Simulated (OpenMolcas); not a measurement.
## What dynamic correlation does to the levels of N II

```json
{"Program": "OpenMolcas", "Basis": "ANO-RCC-VTZP [4s3p2d1f]", "Scalar Hamiltonian": "DKH3, point nucleus", "Active space": "4 electrons in 8 orbitals (2s 2p 3s 3p)", "State averaging": "2S+1 = 3 even, 3 roots; 2S+1 = 1 even, 6 roots; 2S+1 = 5 odd, 1 root; 2S+1 = 3 odd, 9 roots; 2S+1 = 1 odd, 8 roots", "Spin-orbit coupling": "state interaction with AMFI integrals over the reference wave functions, term energies averaged over their components"}
```

Methods on the same reference wave functions:
A. CASSCF
B. SS-CASPT2, IPEA 0.25 Eh, imaginary shift 0.1 Eh (closed shells correlated: 1s)

Energies in cm⁻¹ above 2s² 2p² ³P₀, the measured ground level; measured values from NIST Handbook of Basic Atomic Spectroscopic Data.

```
      Level       A       B  Measured
2s² 2p² ³P₀     0.0     0.0       0.0
2s² 2p² ³P₁    45.5    45.5      48.7
2s² 2p² ³P₂     135     135       131
2s² 2p² ¹D₂   17611   15730     15316
2s² 2p² ¹S₀   29324   32400     32689
2s 2p³ ⁵S°₂   37387   44480     46785
2s 2p³ ³D°₁   95462   90790     92251
2s 2p³ ³D°₂   95467   90800     92250
2s 2p³ ³D°₃   95474   90810     92236
2s 2p³ ³P°₀  110828  108970    109223
2s 2p³ ³P°₁  110832  108980    109216
2s 2p³ ³P°₂  110841  108990    109217
2s 2p³ ¹D°₂  160776  146910    144188
```

Deviations, from unrounded energies. A percentage is the sum of absolute deviations over the sum of measured energies, with the sign that they share, or ± where signs differ.

| Against measurement | Levels | A | B |
| --- | --- | --- | --- |
| mean absolute deviation (cm-1) | 12 | 3800 | 900 |
| fine structure of the ground term (%) | 2 | ±4.3 | ±4.2 |
| other terms of the ground configuration (%) | 2 | ±11.8 | ±1.5 |
| other configurations (%) | 8 | ±5.1 | ±1.3 |

B lies closest to measurement on these levels. The largest miss of B in the table is 2s 2p³ ¹D°₂, by +2700 cm-1. The ranking rests on the paired levels alone, and a cruder setting can come out closer through cancelling errors.

From A to B the spin-free energies of the other terms of 2s² 2p² shown, above ³P, scale by factors of 0.89 to 1.11.

The lowest spin-free term lies below A's lowest term by 0.057 hartree in B.

CASPT2 does not keep the components of a term degenerate, so their means are used; among the terms shown or strongly mixed into the levels shown the widest spread is 70 cm-1 (2s 2p³ ³D°, B). The run also gave levels led by 2s² 2p 3s, which use shells meant for correlation; these and all levels above them are left out. Without dynamic correlation excited terms often stand tens of per cent too high (terms of higher spin than the ground term too low), and those without a measured partner can miss by more than the paired ones (holds for A). Computed and measured levels are paired by configuration, term and J; levels that our copy of the source lacks, or whose pairing is in doubt (as where it misses far off the trend of its configuration), stay unpaired and out of the deviations. Levels of configurations outside the active space are missing. The table leaves out levels that lie high or whose names do not pair safely across all columns.

° marks odd parity.
